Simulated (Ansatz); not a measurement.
silicon dioxide molecule (SMILES O=[Si]=O) moved off its minimum; all values from Ansatz (a first-principles code), cores frozen in correlated methods.
(charge 0, multiplicity 1)
```xyz
3

O     -0.0484     0.0434    -1.5115
Si     0.0630    -0.0728     0.0658
O     -0.1090     0.0659     1.4479
```

Forces at r2SCAN/def2-TZVPP (eV/Å):

| atom | Fx | Fy | Fz |
|---|---|---|---|
| O1 | 0.550 | -0.525 | 3.211 |
| Si2 | 0.215 | -0.061 | -12.317 |
| O3 | -0.765 | 0.585 | 9.106 |

Q: Give the forces (eV/Å), the total energy and the dipole at CCSD(T)/aug-cc-pV(T+d)Z.

A: 
```json
[
 {"atom": "O1", "Fx": "0.538", "Fy": "-0.511", "Fz": "2.873"},
 {"atom": "Si2", "Fx": "0.254", "Fy": "-0.095", "Fz": "-12.318"},
 {"atom": "O3", "Fx": "-0.793", "Fy": "0.606", "Fz": "9.445"}
]
```
Energy -439.3216 hartree, dipole 1.10 D.
